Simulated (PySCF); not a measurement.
SiF₆ (charge -2).
Structure used (PBE0-D3(BJ)/def2-TZVP), in Å, numbered top down from 1:
```xyz
7
SiF6 angstrom
F      0.4717   -0.6693   -1.5552
Si     0.1810   -0.0583    0.0190
F      1.6679    0.7958   -0.0362
F     -0.6240    1.2977   -0.6563
F      0.9848   -1.4138    0.6942
F     -0.1106    0.5538    1.5931
F     -1.3064   -0.9126    0.0746
```

Level: wB97X-D/pcSseg-2 in PySCF, non-relativistic, on one gas-phase PBE0-D3(BJ)/def2-TZVP geometry that isn't relaxed in the solvent. The solvent is an IEF-PCM continuum (Bondi radii, 1.10 Å for H, scaled by 1.2). Specific hydrogen bonds and non-electrostatic terms are outside this model.

Gas phase at wB97X-D/pcSseg-2: HOMO -1.19 eV, LUMO 13.57 eV.

Question: What does the continuum do to the energy and the frontier levels at wB97X-D/pcSseg-2 in chloroform?

Answer: 
```
   solvent      ε  E(solvent) − E(gas) (kJ/mol)  polarisation term (kJ/mol)  distortion of the solute (kJ/mol)  HOMO (eV)  LUMO (eV)
chloroform  4.711                       -720.84                     -721.58                               0.74      -8.72       6.72
```

Polarisation term: ½ Σ q·V over the induced surface charges. Distortion: the rise of the solute's own energy as its density leaves the gas-phase optimum.

Question: Which radius a makes Born's formula ΔE = −(q²/2a)(1 − 1/ε) give the value in chloroform?

Answer: a = q²(1 − 1/ε)/(2|ΔE|) = 3.04 Å, with q = -2 e and |ΔE| = 0.2746 Eh; the farthest nucleus lies 1.72 Å from the centroid of the nuclei. The formula assumes a point charge at the centre of a sphere.

The pairwise dispersion term of wB97X-D wasn't added to the energies; at a given geometry it leaves orbitals and properties as they are.
